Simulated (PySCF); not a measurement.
# Electron correlation in Co²⁺ (cobalt, charge +2)

[Ar] 3d6 4s1, 4s spin antiparallel (an excited configuration). All numbers are calculated (PySCF 2.14, the spin-free X2C one-electron Hamiltonian (Gaussian nucleus), in aug-cc-pVDZ-DK (7s6p4d2f, 59 functions)). Frozen: [Ar]; 7 electrons correlated.

MP2 pair energies summed by pair of shells (mhartree):

```
 pair  energy  share (%)
3d-3d  -92.10       82.4
3d-4s  -19.73       17.6
```

Total MP2 correlation energy: -111.83 mhartree.

Same-spin part -57.08 and opposite-spin part -54.75 mhartree; SCS-MP2 scales them by 1/3 and 6/5 to -84.73 mhartree.
